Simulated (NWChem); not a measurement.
System meant: CCl$_{3}$ cation

NWChem input:

```
start job
memory heap 200 mb stack 900 mb global 1100 mb
charge 1
geometry units angstroms noautosym nocenter noautoz
  Cl    -1.592007     0.426577     0.000000
  C      0.000000     0.000000     0.000000
  Cl     0.426577    -1.592007     0.000000
  Cl     1.165430     1.165430     0.000000
end
basis spherical
  Cl library def2-svp
  C library def2-svp
end
dft
  xc xtpss03 ctpss03
  iterations 150
end
property
  shielding 2 1 2
end
task dft property
```

End of the output:

```
 Vector   31  Occ=0.000000D+00  E=-1.921915D-01
              MO Center= -1.9D-01, -2.2D-01, -4.1D-11, r^2= 2.9D+00
   Bfn.  Coefficient  Atom+Function         Bfn.  Coefficient  Atom+Function
  ----- ------------  ---------------      ----- ------------  ---------------
    26     -0.800281  2 C  py                25      0.761050  2 C  px
    44     -0.745243  3 Cl py                11      0.728812  1 Cl px
    36     -0.709982  3 Cl s                  4      0.689678  1 Cl s
    23     -0.481910  2 C  py                22      0.458286  2 C  px
    61     -0.247920  4 Cl px                62      0.218424  4 Cl py

 center of mass
 --------------
 x =  -0.00000000 y =  -0.00000000 z =   0.00000000

 moments of inertia (a.u.)
 ------------------
         508.829953222982           0.000006890409           0.000000000000
           0.000006890409         508.829953222982           0.000000000000
           0.000000000000           0.000000000000        1017.659906445965

     Multipole analysis of the density
     ---------------------------------

     L   x y z        total         alpha         beta         nuclear
     -   - - -        -----         -----         ----         -------
     0   0 0 0      1.000000    -28.000000    -28.000000     57.000000

     1   1 0 0      0.000002      0.000001      0.000001     -0.000000
     1   0 1 0      0.000005      0.000002      0.000002     -0.000000
     1   0 0 1      0.000000      0.000000      0.000000      0.000000

     2   2 0 0    -23.421414   -135.393773   -135.393773    247.366133
     2   1 1 0      0.000005      0.000004      0.000004     -0.000003
     2   1 0 1     -0.000000     -0.000000     -0.000000      0.000000
     2   0 2 0    -23.421421   -135.393777   -135.393777    247.366133
     2   0 1 1      0.000000      0.000000      0.000000      0.000000
     2   0 0 2    -28.719652    -14.359826    -14.359826      0.000000

          -----------------------------------------
          Chemical Shielding Tensors (GIAO, in ppm)
          -----------------------------------------

 ------------------------------------------------------------------------
  xtpss03: d2 not coded                    0
 ------------------------------------------------------------------------
 ------------------------------------------------------------------------
  current input line :
    21: task dft property
 ------------------------------------------------------------------------
 ------------------------------------------------------------------------
 This error has not yet been assigned to a category
 ------------------------------------------------------------------------
 For more information see the NWChem manual at https://nwchemgit.github.io

0: xtpss03: d2 not coded:Received an Error in Communication
```

Question: Can this run be used? If not, why, and what is the fix?

Answer: The program stopped with an error. Cause: this functional's second derivatives, which shieldings need, aren't coded here; the fix takes a hybrid GGA instead. This input runs:
```
start job
memory heap 200 mb stack 900 mb global 1100 mb
charge 1
geometry units angstroms noautosym nocenter noautoz
  Cl    -1.592007     0.426577     0.000000
  C      0.000000     0.000000     0.000000
  Cl     0.426577    -1.592007     0.000000
  Cl     1.165430     1.165430     0.000000
end
basis spherical
  * library def2-svp
end
dft
  xc pbe0
  iterations 150
end
property
  shielding 2 1 2
end
task dft property
```
It converges to -1417.38097 Ha (PBE0/def2-SVP, GIAO).
